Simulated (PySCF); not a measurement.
# InC: from constants to spectrum

UHF-CCSD(T) constants of InC, ⁴Σ⁻ (quartet), unpaired electrons σ ↑, π ↑↑ (basis In x2c-TZVPPall, C x2c-TZVPPall; spin-free X2C with a Gaussian nucleus; PySCF 2.14; masses 114.9039 and 12.0000 u):

* ωe: 487.5 cm⁻¹
* ωexe: 2.62 cm⁻¹
* Be: 0.31985 cm⁻¹
* αe: 0.00255 cm⁻¹
* D (centrifugal): 5.51e-07 cm⁻¹
* De to In + C: 2.74 eV

Question: Give the vibrational terms G(v) and spacings up to v = 6.

Answer: G(v) = ωe(v+½) − ωexe(v+½)².

```csv
v,G(v) (cm⁻¹),G(v) − G(v−1),Bv (cm⁻¹)
0,243.1,,0.3186
1,725.4,482.3,0.3160
2,1202.4,477.0,0.3135
3,1674.2,471.8,0.3109
4,2140.7,466.5,0.3084
5,2602.0,461.3,0.3058
6,3058.1,456.1,0.3033
```

Question: How well does the Morse estimate ωe²/(4ωexe) reproduce De, and what is D0?

Answer: It gives 2.81 eV, 103 % of the computed De. D0 = De − G(0) = 2.74 − 0.03 = 2.71 eV.

Correlated steps freeze 19 core orbitals. These are scalar-relativistic numbers at best; spin–orbit coupling would shift them, the dissociation energy most. The state is the lowest determinant that a PBE0 search found; another state may lie lower at other levels.
